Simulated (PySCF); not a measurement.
## Computed spin Hamiltonian

Compound: C3H9ClSi2 (triplet state).
Z-matrix (Å and degrees, GFN2-xTB geometry), rows numbered from 1:
```
C 
Si  1  1.9201
C   2  1.9200  1  106.23
C   2  1.9059  1  109.15  3   117.59
Si  2  2.2963  1  114.09  3  -126.49
Cl  5  2.0915  2  113.72  1    61.02
H   1  1.0860  2  110.58  3    65.83
H   1  1.0860  2  111.06  3  -174.90
H   1  1.0873  2  112.16  3   -54.32
H   3  1.0858  2  111.09  1   174.86
H   3  1.0872  2  112.19  1    54.38
H   3  1.0860  2  110.61  1   -65.88
H   4  1.0839  2  111.68  1    61.78
H   4  1.0839  2  111.70  1  -177.49
H   4  1.0849  2  110.21  1   -57.84
```

The hyperfine couplings belong to this conformer and change with its torsions.

Identity: `C[Si](C)(C)[Si]Cl` [triplet].

Computed, not measured: UKS B3LYP, pcH-1 on C Cl H Si, non-relativistic, mean-field spin-orbit, GIAO in PySCF. Geometry: GFN2-xTB; no solvent, vibrations or thermal averaging. This triplet need not be the ground state; the singlet was not compared here. The geometry wasn't refined by DFT: couplings that depend on bond lengths, twists or pyramidal angles can differ widely from those at the functional's own minimum, by a factor of two or more for some ions and for spin on atoms past the first row. The SCF solution wasn't tested for stability.

```json
{"g1, g2, g3": "2.00176, 2.00614, 2.00723", "g_iso": "2.00504", "Form of g": "rhombic: the two nearest values differ by 20 % of g3 − g1", "⟨S²⟩": "2.0029 (exact 2.0000)", "α and β electrons": "37, 35", "Total energy": "-1158.96941 Eh", "Basis functions": "270"}
```

Isotropic coupling and dipolar principal values T1 to T3, in mT; ρ(0) is the spin density at the nucleus (MHz turned into mT with g_iso):

```json
{"atom": "C1", "isotope": "13C", "a_iso": "0.61", "of which spin–orbit": "0.00", "T1": "-0.08", "T2": "-0.07", "T3": "0.15", "Mulliken spin population": "0.03", "ρ(0) (bohr⁻³)": "0.0307"}
{"atom": "Si2", "isotope": "29Si", "a_iso": "-2.28", "of which spin–orbit": "0.00", "T1": "-0.96", "T2": "0.47", "T3": "0.49", "Mulliken spin population": "0.23", "ρ(0) (bohr⁻³)": "0.1441"}
{"atom": "C3", "isotope": "13C", "a_iso": "0.62", "of which spin–orbit": "0.00", "T1": "-0.08", "T2": "-0.07", "T3": "0.15", "Mulliken spin population": "0.03", "ρ(0) (bohr⁻³)": "0.0308"}
{"atom": "C4", "isotope": "13C", "a_iso": "-0.09", "of which spin–orbit": "0.00", "T1": "-0.02", "T2": "-0.01", "T3": "0.02", "Mulliken spin population": "0.00", "ρ(0) (bohr⁻³)": "-0.0043"}
{"atom": "Si5", "isotope": "29Si", "a_iso": "-11.35", "of which spin–orbit": "0.03", "T1": "-2.32", "T2": "-0.66", "T3": "2.98", "Mulliken spin population": "1.59", "ρ(0) (bohr⁻³)": "0.7188"}
{"atom": "Cl6", "isotope": "35Cl", "a_iso": "0.32", "of which spin–orbit": "0.01", "T1": "-0.68", "T2": "0.19", "T3": "0.49", "Mulliken spin population": "0.12", "ρ(0) (bohr⁻³)": "0.0398"}
{"atom": "H7", "isotope": "1H", "a_iso": "-0.03", "of which spin–orbit": "0.00", "T1": "-0.07", "T2": "-0.03", "T3": "0.10", "Mulliken spin population": "0.00", "ρ(0) (bohr⁻³)": "-0.0004"}
{"atom": "H8", "isotope": "1H", "a_iso": "-0.03", "of which spin–orbit": "0.00", "T1": "-0.08", "T2": "-0.02", "T3": "0.10", "Mulliken spin population": "0.00", "ρ(0) (bohr⁻³)": "-0.0004"}
{"atom": "H9", "isotope": "1H", "a_iso": "0.47", "of which spin–orbit": "0.00", "T1": "-0.06", "T2": "-0.02", "T3": "0.08", "Mulliken spin population": "0.01", "ρ(0) (bohr⁻³)": "0.0059"}
{"atom": "H10", "isotope": "1H", "a_iso": "-0.03", "of which spin–orbit": "0.00", "T1": "-0.08", "T2": "-0.02", "T3": "0.10", "Mulliken spin population": "0.00", "ρ(0) (bohr⁻³)": "-0.0004"}
{"atom": "H11", "isotope": "1H", "a_iso": "0.47", "of which spin–orbit": "0.00", "T1": "-0.06", "T2": "-0.02", "T3": "0.08", "Mulliken spin population": "0.01", "ρ(0) (bohr⁻³)": "0.0059"}
{"atom": "H12", "isotope": "1H", "a_iso": "-0.03", "of which spin–orbit": "0.00", "T1": "-0.07", "T2": "-0.03", "T3": "0.10", "Mulliken spin population": "0.00", "ρ(0) (bohr⁻³)": "-0.0004"}
{"atom": "H13", "isotope": "1H", "a_iso": "0.02", "of which spin–orbit": "0.00", "T1": "-0.06", "T2": "-0.04", "T3": "0.10", "Mulliken spin population": "0.00", "ρ(0) (bohr⁻³)": "0.0002"}
{"atom": "H14", "isotope": "1H", "a_iso": "0.02", "of which spin–orbit": "0.00", "T1": "-0.06", "T2": "-0.04", "T3": "0.10", "Mulliken spin population": "0.00", "ρ(0) (bohr⁻³)": "0.0002"}
{"atom": "H15", "isotope": "1H", "a_iso": "0.02", "of which spin–orbit": "0.00", "T1": "-0.04", "T2": "-0.03", "T3": "0.06", "Mulliken spin population": "0.00", "ρ(0) (bohr⁻³)": "0.0002"}
```

The largest Mulliken spin populations are on Si5 (+1.59), Si2 (+0.23) and Cl6 (+0.12).

Axes: g1 points within 14° of the Si5–Cl6 bond.

The 13C coupling of C1/C3/C4 (mean 10.7 MHz) shows only in satellite lines or after enrichment, since that isotope makes up about 1.07 % of natural carbon.

The 29Si coupling of Si5 (-318.4 MHz) shows only in satellite lines or after enrichment, since that isotope makes up about 4.7 % of natural silicon.

Time: 84 s. Hardware: one thread of an x86-64 server, on a shared host.
